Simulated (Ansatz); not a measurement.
Ideal-gas functions of `FC([SiH3])S` at 298.15 K and 1 bar, from an Ansatz frequency run at PBE0-D4/def2-TZVP.

Molar mass 96.2 g/mol, point group C1 (symmetry number 1), electronic degeneracy 1, moments of inertia 85.977, 163.356, 230.677 u Å². Harmonic wavenumbers (cm⁻¹, unscaled): 152, 182, 263, 327, 371, 535, 621, 702, 830, 913, 928, 941, 950, 1028, 1199, 1315, 2231, 2242, 2251, 2690, 3071.

Use S(trans) = R[1.5 ln M + 2.5 ln T − 1.1517]; rotational temperatures θ = 24.2544 K / I; S(rot) = R[ln(√π/σ · √(T³/θAθBθC)) + 1.5]; for each mode x = 1.438777 ν̃/T, S = R[x/(eˣ − 1) − ln(1 − e⁻ˣ)] and H = RT x/(eˣ − 1); 1 cm⁻¹ = 0.0119627 kJ/mol; R = 8.31446 J/(mol·K).

**Question.** By hand: the entropy, in J/(mol·K).

**Answer.** Translation 165.8. Rotation: θ = 0.2821, 0.1485, 0.1051 K, giving 110.8. Vibration, mode by mode: 11.08, 9.66, 6.87, 5.33, 4.50, 2.41, 1.74, 1.27, 0.77, 0.55, 0.52, 0.50, 0.48, 0.35, 0.17, 0.11, 0.00, 0.00, 0.00, 0.00, 0.00, in all 46.3. Electronic 0.0. Sum 322.9 J/(mol·K).

**Question.** By hand: H − E and G − E in kJ/mol, counted from the electronic energy.

**Answer.** Zero-point energy ½ × 23742 × 0.0119627 = 142.0; thermal vibration 8.4; translation, rotation and pV give 4 RT = 9.9. H − E = 160.3 kJ/mol, and G − E = 160.3 − 298.15 × 322.9/1000 = 64.0 kJ/mol.

Vibration gives 14 % of the entropy. The sum counts one conformer and one mirror image; others add a mixing term.
